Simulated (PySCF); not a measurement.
C₆H₁₆Si, SMILES CC[SiH2]C(C)(C)C, GFN2-xTB optimised geometry.

```
23

C      2.70    -1.36     0.00
C      1.17    -1.36     0.00
Si     0.47     0.41     0.00
C     -1.45     0.41     0.00
C     -1.95     1.85     0.00
C     -2.00    -0.30    -1.24
C     -2.00    -0.30     1.24
H      3.08    -0.85    -0.87
H      3.08    -0.86     0.88
H      3.09    -2.38    -0.01
H      0.82    -1.91    -0.88
H      0.82    -1.91     0.87
H      0.94     1.12    -1.20
H      0.94     1.12     1.20
H     -1.59     2.38     0.88
H     -1.60     2.38    -0.88
H     -3.04     1.88     0.00
H     -1.63     0.18    -2.15
H     -1.69    -1.34    -1.26
H     -3.08    -0.26    -1.26
H     -1.63     0.18     2.15
H     -1.69    -1.34     1.26
H     -3.09    -0.27     1.26
```

Density from PBE/def2-SVP run with PySCF 2.14.0 at that geometry.

Minimum of the electron density along straight lines between bonded atoms, close to the bond critical point (lines longer than 1.1 times the sum of covalent radii, or with two minima, are not listed):

```csv
bond,length / Å,ρ at the minimum / e bohr⁻³,∇²ρ there / e bohr⁻⁵,position (fraction from the first atom)
C1–C2,1.523,0.237,-0.50,0.50
C2–Si3,1.902,0.111,0.30,0.62
Si3–C4,1.918,0.111,0.27,0.38
C4–C5,1.528,0.239,-0.51,0.50
C4–C6,1.529,0.238,-0.50,0.50
C4–C7,1.529,0.238,-0.50,0.50
C1–H8,1.087,0.275,-0.99,0.63
C1–H9,1.087,0.275,-0.99,0.63
C1–H10,1.089,0.273,-0.98,0.63
C2–H11,1.091,0.269,-0.93,0.62
C2–H12,1.091,0.269,-0.93,0.62
Si3–H13,1.471,0.115,0.31,0.49
Si3–H14,1.471,0.115,0.31,0.49
C5–H15,1.088,0.274,-0.99,0.63
C5–H16,1.088,0.274,-0.99,0.63
C5–H17,1.090,0.272,-0.97,0.63
C6–H18,1.088,0.274,-0.98,0.63
C6–H19,1.088,0.274,-0.98,0.63
C6–H20,1.090,0.272,-0.97,0.63
C7–H21,1.088,0.274,-0.98,0.63
C7–H22,1.088,0.274,-0.98,0.63
C7–H23,1.090,0.272,-0.97,0.63
```
